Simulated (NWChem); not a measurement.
**Total energies of disilylmethane (CH₈Si₂)**

SMILES: [SiH3]C[SiH3]
```xyz
11

Si    -1.5951     0.0000     0.1819
C      0.0000     0.0000    -0.8193
Si     1.5951     0.0000     0.1819
H     -2.7882     0.0000    -0.7199
H     -1.6633    -1.2124     1.0546
H     -1.6633     1.2124     1.0546
H      0.0000     0.8855    -1.4784
H      0.0000    -0.8855    -1.4784
H      1.6633    -1.2124     1.0546
H      1.6633     1.2124     1.0546
H      2.7882     0.0000    -0.7199
```
Charge 0, spin multiplicity 1.

Program: NWChem. All single points use one geometry, from PBE0/def2-SVP, a minimum by its harmonic frequencies.

Basis set: 3-21G (51 functions).

```
method   total energy (Ha)
-------  -----------------
RHF             -617.07788
MP2             -617.28411
B2PLYP          -618.21369
PBE             -618.20214
B3LYP           -618.62722
TPSS            -618.65046
CCSD(T)         -617.33709
```

Total energies of different functionals aren't comparable as a measure of quality: only differences taken within one method are. 

The correlated methods keep 11 core orbitals frozen. B3LYP has NWChem's definition, with VWN1-RPA local correlation. Coupled-cluster values serve here as a point of comparison, not as the truth.
